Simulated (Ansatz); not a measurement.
Species: BP2H5, charge 0, singlet. BP2H5 (SMILES PBP).
B3LYP-D3(BJ)/def2-TZVP minimum from Ansatz (a first-principles code):
```xyz
8

B     -0.0531    -0.3655    -0.6279
H     -0.3105    -0.9835    -1.6124
P     -0.4451     1.4751    -0.6453
H      0.0850     1.8447    -1.8997
H      0.5672     2.0201     0.1744
P      0.2808    -1.3524     0.9395
H      1.2282    -0.5548     1.6175
H      1.1593    -2.3402     0.4459
```
Charge 0, spin multiplicity 1.

Total energies in hartree (Ansatz). Open shells are spin-unrestricted; no spin-orbit coupling. Correlated methods leave the cores frozen. No relativity. For partners of very few electrons the exact lower level stands in for a higher one.

| species | HF/cc-pV(T+d)Z | CCSD(T)/cc-pV(T+d)Z | HF/cc-pV(Q+d)Z | CCSD(T)/cc-pV(Q+d)Z | CCSD(T)/cc-pV(D+d)Z | CCSDT(Q)/cc-pV(D+d)Z |
|---|---|---|---|---|---|---|
| 1: BP2H5 (SMILES PBP) | -709.09867 | -709.59019 | -709.10695 | -709.62488 | -709.47133 | -709.47372 |
| 2: B (doublet) | -24.53207 | -24.59810 | -24.53297 | -24.60084 | -24.58941 | -24.58977 |
| 3: H (doublet) | -0.49981 | -0.49981 | -0.49995 | -0.49995 | -0.49928 | -0.49928 |
| 4: P (quartet) | -340.71631 | -340.82157 | -340.71872 | -340.82830 | -340.79336 | -340.79376 |

Work out the atomisation energy (electronic, to ground-state atoms) in kcal/mol: take Hartree-Fock from cc-pV(Q+d)Z, extrapolate the CCSD(T) correlation energy as X^-3 (X = 3, 4), and add CCSDT(Q) - CCSD(T) in cc-pV(D+d)Z. 1 hartree = 627.51 kcal/mol.


Species 1: correlation (64·(-0.51793) - 27·(-0.49152))/37 = -0.53720; step -0.00239; E1 = -709.10695 + (-0.53720) + (-0.00239) = -709.64654
Species 2: correlation (64·(-0.06787) - 27·(-0.06603))/37 = -0.06921; step -0.00036; E2 = -24.53297 + (-0.06921) + (-0.00036) = -24.60254
Species 3: correlation (64·(0.00000) - 27·(0.00000))/37 = 0.00000; step +0.00000; E3 = -0.49995 + (0.00000) + (+0.00000) = -0.49995
Species 4: correlation (64·(-0.10958) - 27·(-0.10526))/37 = -0.11273; step -0.00040; E4 = -340.71872 + (-0.11273) + (-0.00040) = -340.83185
-1·E1 +1·E2 +5·E3 +2·E4 = 0.88055 hartree = 552.6 kcal/mol.
